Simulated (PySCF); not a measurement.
**PBE on Ga²⁺ (gallium, charge +2)**

Configuration: [Ar] 3d9 4s2, 2D determinant (an excited configuration). Computed with PySCF 2.14 in Sapporo-DKH3-DZP-2012 (6s5p3d1f, 43 functions), with the spin-free X2C one-electron Hamiltonian (Gaussian nucleus).

```json
{
  "Total energy": "-1941.943 hartree",
  "One-electron energy": "-2674.293 hartree",
  "Hartree (Coulomb) energy": "807.198 hartree",
  "Exchange-correlation energy": "-74.848 hartree",
  "⟨S²⟩": "0.7503",
  "⟨L²⟩": "6.004",
  "Sum of ⟨r⟩": "17.89 bohr",
  "Sum of ⟨r²⟩": "20.37 bohr²",
  "Traceless quadrupole moment −½Σ⟨3z² − r²⟩ along its main axis": "-0.130 e·bohr²",
  "Langevin diamagnetic susceptibility": "-16.1 ×10⁻⁶ cm³/mol"
}
```

```tsv
shell	electrons	mean orbital energy (eV)	spread (eV)	rms radius, mean of both spins (bohr)
1s α	1	-10251.2	0	0.0560
1s β	1	-10251.2	0	0.0560
2s α	1	-1293.9	0	0.236
2s β	1	-1293.1	0	0.236
2p α	3	-1130.8	1.482	0.211
2p β	3	-1130.2	0.887	0.211
3s α	1	-178.55	0	0.695
3s β	1	-177.10	0	0.695
3p α	3	-129.11	2.619	0.728
3p β	3	-127.70	1.193	0.728
3d α	5	-48.624	3.083	0.858
3d β	4	-47.330	1.842	0.858
4s α	1	-28.732	0	2.15
4s β	1	-28.492	0	2.15
```

Densities and radii are taken from the X2C orbitals without a picture-change correction, which distorts them close to the nucleus.
